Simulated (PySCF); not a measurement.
## Ionisation energy of Mo by level of theory

Mo [Kr] 4d5 5s1 [4d3/2^4 4d5/2^1 5s1/2^1, M_J = 3] → Mo⁺ [Kr] 4d5 [4d3/2^4 4d5/2^1, M_J = 5/2], as a difference of total energies. Calculation: PySCF 2.14, in x2c-QZVPPall-2c (13s12p9d3f2g, 133 functions); the two-component X2C-1e Hamiltonian. Correlated levels: [Ar] 3d10 frozen; the 34 highest virtual spinors dropped. "Screened" scales the spin-orbit matrix elements by Boettger's factors to mimic the two-electron term; Breit and QED terms are absent.

```csv
method,ionisation energy (eV)
GHF (screened spin-orbit),6.249
GMP2 (screened spin-orbit),7.121
```

Q: How much does correlation contribute at GMP2 (screened spin-orbit)?

A: 7.121 − (6.249) = 0.872 eV, measured against GHF (screened spin-orbit).

The labels give the starting determinants; with spin-orbit coupling the two ends relaxed to ⟨J²⟩ = 12.00, ⟨L²⟩ = 0.01, ⟨S²⟩ = 12.00 and ⟨J²⟩ = 8.75, ⟨L²⟩ = 0.01, ⟨S²⟩ = 8.75.

For comparison: 7.092 eV (measured; NIST Atomic Spectra Database, ionization energies).
